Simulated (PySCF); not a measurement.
# Spin–spin coupling constants

Bonds: Ge1-C3, Ge1-C7, Ge1-O11, O11-C12, C12-C13, C12-O14. Ge1 carries H2; C3 carries H4, H5, H6; C7 carries H8, H9, H10; C13 carries H15, H16, H17.

Indirect spin–spin couplings were computed at PBE/pcJ-1 (pcSseg-1 on Ge) (without the spin–dipole term) (PySCF 2.14) on a PBE0-D3(BJ)/def2-SVP structure, for the isolated molecule, without vibrational or relativistic corrections. Couplings are averaged over pairs made equivalent by symmetry, fast rotation or ring inversion, so a value needn't be that of the named pair in this geometry, while other rotamers aren't included; one pair stands for each set, and the list holds those of at least 1.5 Hz over up to four bonds, among pairs with at least one H or C atom (others weren't computed).

Isotopes: ¹³C, ¹H, ¹⁷O. Couplings to quadrupolar nuclei such as 17O and 33S are rarely resolved in practice.

| pair | bonds | J (Hz) |
| --- | --- | --- |
| C3, H4 | 1 | 125.3 |
| O11, C12 | 1 | 38.6 |
| C12, C13 | 1 | ? |
| C12, O14 | 1 | ? |
| C13, H15 | 1 | 124.1 |
| H2, C3 | 2 | ? |
| C3, C7 | 2 | 3.5 |
| C3, O11 | 2 | ? |
| H4, H5 | 2 | -11.9 |
| O11, C13 | 2 | -18.9 |
| C12, H15 | 2 | -5.2 |
| C13, O14 | 2 | -3.2 |
| H15, H16 | 2 | -13.2 |
| H2, H4 | 3 | 1.6 |
| C3, H8 | 3 | ? |
| O11, H15 | 3 | -2.2 |

Estimate the withheld couplings, with signs.

Answers


- ¹J(C12,C13) = 53.6 Hz (bond length 1.503 Å)
- ¹J(C12,O14) = 34.6 Hz (bond length 1.211 Å)
- ²J(H2,C3) = 12.1 Hz (mean over equivalent pairs that range from 11.3 to 12.9 Hz in this conformer)
- ²J(C3,O11) = -2.8 Hz (mean over equivalent pairs that range from -6.5 to 0.8 Hz in this conformer)
- ³J(C3,H8) = 1.6 Hz (mean over equivalent pairs that range from -0.6 to 5.4 Hz in this conformer)

Relativistic effects of the heavier atoms present are left out.
